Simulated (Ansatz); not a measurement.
Stepwise reaction of `[OH][SnH]([Br])[Br]` with water, as a gas-phase model of exchange steps in deposition or etching. ΔE in kJ/mol; ΔG adds harmonic PBE0-D4 terms to CCSD(T)/CBS, at 1 bar.

Program: Ansatz. Geometries: PBE0-D4/def2-TZVP. ΔE: electronic, gas phase. CCSD(T)/CBS adds triple-zeta CCSD(T) − MP2 to the extrapolated MP2 energy (def2 sets, frozen cores). This one scheme is used for every species. Functionals use def2-TZVPP. B3LYP here is the variant with VWN-RPA as its local correlation; programs differ in this. Elements past krypton have def2 core potentials. For Br, Sn outer-core shells are correlated without core-valence functions, which leaves a few kJ/mol of doubt a bond. Scalar relativity is left out up to krypton. Each species was taken in one conformer, which may not be the lowest.

| step | reaction | PBE-D4 | B3LYP-D4 | ωB97M-V | CCSD(T)/CBS | ΔG(400 K) |
| --- | --- | --- | --- | --- | --- | --- |
| 2 | `[OH][SnH]([OH])[Br]` + H₂O → `[OH][SnH]([OH])[OH]` + HBr | 81.1 | 80.8 | 79.7 | 82.3 | 77.7 |

(1) Give the row of step 1, `[OH][SnH]([Br])[Br]` + H₂O → `[OH][SnH]([OH])[Br]` + HBr. (Best estimate.)

(2) By hand: ΔE of the 2 steps together at CCSD(T)/CBS.

## Answers

(1) Ansatz gave: 
| step | reaction | PBE-D4 | B3LYP-D4 | ωB97M-V | CCSD(T)/CBS | ΔG(400 K) |
| --- | --- | --- | --- | --- | --- | --- |
| 1 | `[OH][SnH]([Br])[Br]` + H₂O → `[OH][SnH]([OH])[Br]` + HBr | 77.1 | 78.2 | 76.7 | 80.4 | 72.0 |

(2) (80.4) + (82.3) = 162.7 kJ/mol, or 81.3 kJ/mol a step.

In ΔE the steps differ by no more than 1.9 kJ/mol. All are uphill at CCSD(T)/CBS. ΔG lies between 72.0 and 77.7 kJ/mol a step. PBE-D4 differs from CCSD(T)/CBS by -3.3 to -1.2 kJ/mol a step. Isolated molecules leave out the surface, adducts and barriers. Largest T1 diagnostic: 0.014.
